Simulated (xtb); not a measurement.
Zn(SeH)(OSiH3) (H4OSeSiZn), SMILES [SeH][Zn][O][SiH3]. All values are semi-empirical tight-binding results from xtb (GFN2-xTB unless named), good for trends rather than for accurate numbers. The structure is a stationary point at GFN2-xTB. The structure was generated by enumeration; whether it is a known compound was not checked. Other conformers were not sampled.

For metal compounds this method's bond lengths and energies can be far off.

Computed properties:
```yaml
orbital_gap: 2.98 eV
zero_point_energy: 21.1 kcal/mol
G − E(el) at 298.15 K (modified RRHO): -0.9 kcal/mol
```
